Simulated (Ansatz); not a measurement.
Calculated with Ansatz (gas phase, PBE0-D4/def2-TZVP geometries, no zero-point term in ΔE). CCSD(T)/CBS adds triple-zeta CCSD(T) − MP2 to the extrapolated MP2 energy (def2 sets, frozen cores). Functionals use def2-TZVPP. B3LYP here is the variant with VWN-RPA as its local correlation; programs differ in this. One conformer a species, not always the lowest.

Consider the formal exchange of groups at a C–Si bond: `C[SiH]([SiH3])[NH][AlH2]` + `CC[Si]Cl` → `CC(C)[Si]Cl` + `[AlH2][NH][SiH2][SiH3]`.

| level | ΔE (kJ/mol) | difference from CCSD(T)/CBS |
| --- | --- | --- |
| PBE-D4 | 49.6 | 2.4 |
| r2SCAN-D4 | 52.1 | 4.9 |
| PBE0-D4 | 49.5 | 2.3 |
| B3LYP-D4 | 48.9 | 1.7 |
| ωB97M-V | 49.8 | 2.6 |
| B2PLYP | 49.2 | 2.0 |
| PBE | 50.9 | 3.7 |
| r2SCAN | 52.2 | 5.0 |
| HF/def2-TZVPP | 47.4 | 0.2 |
| MP2/def2-TZVPP | 45.7 | -1.5 |
| SCS-MP2/def2-TZVPP | 44.1 | -3.1 |
| CCSD/def2-TZVPP | 45.8 | -1.4 |
| SCS-MP2/def2-QZVPP | 45.3 | -1.9 |
| HF/CBS(def2) | 47.6 | 0.4 |
| MP2/CBS(def2) | 47.6 | 0.4 |
| CCSD/CBS(def2) | 47.7 | 0.5 |
| CCSD(T)/CBS | 47.2 | 0 |

Largest T1 diagnostic among the species: 0.013.
